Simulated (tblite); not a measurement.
Species: C7H13OP.
Cartesian coordinates in Å at the GFN2-xTB level; atoms count from 1:
```xyz
22
C7H13OP angstrom
O      1.5032   -1.0609    1.7589
P      0.7276    0.0547    1.2158
C     -1.0824   -0.2236    1.2048
C     -1.5032   -1.2233    0.1143
C     -2.1316   -0.0665   -0.6763
C     -1.9105    0.8700    0.5208
C      1.2449    0.5731   -0.4447
C      1.8989   -0.4849   -1.2846
C      2.7322    0.5801   -0.6620
H      0.8461    1.2395    1.9553
H     -1.3680   -0.4866    2.2270
H     -2.2263   -1.9610    0.4566
H     -0.6791   -1.7417   -0.3751
H     -3.1698   -0.2126   -0.9668
H     -1.5589    0.2123   -1.5582
H     -2.8271    1.1090    1.0565
H     -1.3774    1.7973    0.3131
H      0.6577    1.3373   -0.9330
H      1.9715   -1.4753   -0.8581
H      1.7346   -0.4694   -2.3521
H      3.3555    0.2986    0.1747
H      3.1516    1.3534   -1.2886
```

Computed with GFN2-xTB (tblite): harmonic, unscaled wavenumbers at the GFN2-xTB geometry, gas phase. This tight-binding method is rough: wavenumbers can miss measured ones by several per cent, in bad cases by 10 to 20. Modes of hydrogen on phosphorus can be 10 to 20 % off. One conformer, not necessarily the lowest.

Harmonic wavenumbers (cm⁻¹): 40.3, 63.9, 106.7, 137.0, 167.7, 197.7, 226.2, 321.6, 379.1, 458.2, 617.0, 700.7, 738.9, 806.9, 807.2, 817.7, 832.8, 875.5, 929.7, 966.8, 987.7, 990.0, 1002.6, 1016.4, 1028.5, 1042.0, 1068.2, 1070.3, 1073.3, 1090.8, 1096.3, 1152.5, 1173.6, 1174.9, 1202.9, 1214.8, 1227.1, 1243.3, 1261.3, 1262.1, 1283.7, 1326.8, 1421.3, 1468.9, 1473.5, 1473.7, 1492.4, 2231.0, 2927.3, 2983.8, 2989.5, 3005.4, 3012.5, 3019.8, 3020.4, 3059.1, 3076.1, 3079.3, 3082.8, 3100.5.

A = 2222, B = 1084, C = 912.8 MHz; mass 144.070 u (most abundant isotopes); point group C1, symmetry number 1.

Task: What is the zero-point energy?

Result: Half the sum of the wavenumbers: 40549 cm⁻¹ = 115.94 kcal/mol.

Task: Entropy at 298.15 K, 1 bar (ideal gas, RRHO, classical rotation)?

Result: Translation 40.83, rotation 29.37, vibration 28.90: S = 99.1 cal/(mol K).

Task: And Cp and H(298.15 K) − H(0)?

Result: Cp = 38.45 cal/(mol K), of which vibrations give 30.51 (their classical limit is 60 R = 119.2); H(298.15 K) − H(0) = 6.81 kcal/mol without the zero-point energy, 4.44 from vibrations.

Task: Which modes carry the vibrational entropy at 298.15 K?

Result: 40.3 cm⁻¹: 5.24; 63.9 cm⁻¹: 4.33; 106.7 cm⁻¹: 3.33; 137.0 cm⁻¹: 2.85; 167.7 cm⁻¹: 2.46; 197.7 cm⁻¹: 2.15 cal/(mol K); the other 54 give 8.54 together.

Task: What must be added to the electronic energy to get the Gibbs energy at 298.15 K and 1 bar?

Result: ZPE + [H(298.15 K) − H(0)] − T·S = 115.94 + 6.81 − 29.55 = 93.20 kcal/mol.

Task: How do the functions run with temperature in this model?

Result: 
| T (K) | S (cal/(mol K)) | Cp (cal/(mol K)) | H − H(0) (kcal/mol) | G − H(0) (kcal/mol) | ln q(vib) |
| --- | --- | --- | --- | --- | --- |
| 150 | 79.1 | 22.8 | 2.38 | -9.50 | 3.28 |
| 250 | 92.9 | 32.5 | 5.11 | -18.11 | 5.84 |
| 400 | 112.2 | 51.3 | 11.39 | -33.50 | 9.64 |
| 600 | 137.1 | 71.3 | 23.79 | -58.46 | 14.91 |
| 900 | 169.9 | 89.9 | 48.23 | -104.65 | 22.76 |

q(vib) and H(0) count from the zero-point level.

Task: Blend soft modes into free rotors: weight 1/[1 + (100 cm⁻¹/ν̃)⁴] for the oscillator and the rest for a rotor with moment μB/(μ + B), μ = h/(8π²ν), B = 10⁻⁴⁴ kg m². What vibrational entropy results?

Result: 26.27 cal/(mol K) in place of 28.90, which changes −T·S at 298.15 K by +0.79 kcal/mol.

Hindered rotation and anharmonicity are outside this model. Other conformers, if any are populated, would add a mixing term that is left out. The structure is chiral; the term R ln 2 for an equal mix with its mirror image is left out.
